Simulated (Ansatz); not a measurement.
Geometry optimisation, Ansatz, RKS B3LYP-D4/def2-SVP.

The input (input.yaml):

```yaml
crystal:
  periodic: [false, false, false]
  atoms:
    - { symbol: F, position_ang: [-0.3949, -1.3512, 1.2301] }
    - { symbol: Ga, position_ang: [-0.6484, -0.2742, 0.0052] }
    - { symbol: S, position_ang: [0.5642, 1.2781, -0.0931] }
    - { symbol: Cl, position_ang: [-1.2453, -0.2243, -1.1517] }
    - { symbol: H, position_ang: [-0.48995, 2.25792, -0.16693] }
basis:
  gaussian: { orbitals: def2-SVP }
hamiltonian:
  xc: b3lyp
  dispersion: d4
relax:
  f_tol: 0.015
  max_steps: 40
output:
  orbitals: {}
```

Command:

```bash
$ ansatz run input.yaml --threads 1 --pin off --max-ram 2048MiB --backend cpu --events-out ev --progress --plain --runs-dir out
```

Question: Where does it end, and by what steps?

Answer: The run converged. After 9 steps the energy has fallen by 27.726 eV; Cl4 moved furthest, 0.79 Å. The start is strongly strained (largest force component 102 eV/Å), so its close contacts needn't be bonds. Parted: S3–Cl4.

| step | energy less start (eV) | largest force component (eV/Å) | accepted |
| --- | --- | --- | --- |
| 0 | 0.0000 | 102.311 | yes |
| 1 | -20.7333 | 24.570 | yes |
| 2 | -25.5750 | 9.567 | yes |
| 3 | -27.2633 | 2.438 | yes |
| 4 | -27.5952 | 0.598 | yes |
| 5 | -27.6373 | 0.985 | yes |
| 6 | -27.6858 | 0.597 | yes |
| 7 | -27.6994 | 0.579 | yes |
| 8 | -27.7264 | 0.024 | yes |
| 9 | -27.7264 | 0.003 | yes |

```xyz
5
Properties=species:S:1:pos:R:3
F -0.224 -1.560 1.195
Ga -0.523 -0.204 0.133
S 0.512 1.689 0.515
Cl -1.902 -0.529 -1.474
H -0.077 2.291 -0.546
```

Whether the end is a true minimum wasn't checked by a vibrational analysis.

Time of the run: 46 s on 1 thread of Arm Neoverse V1, with other jobs on the host, peak memory 0.2 GiB.
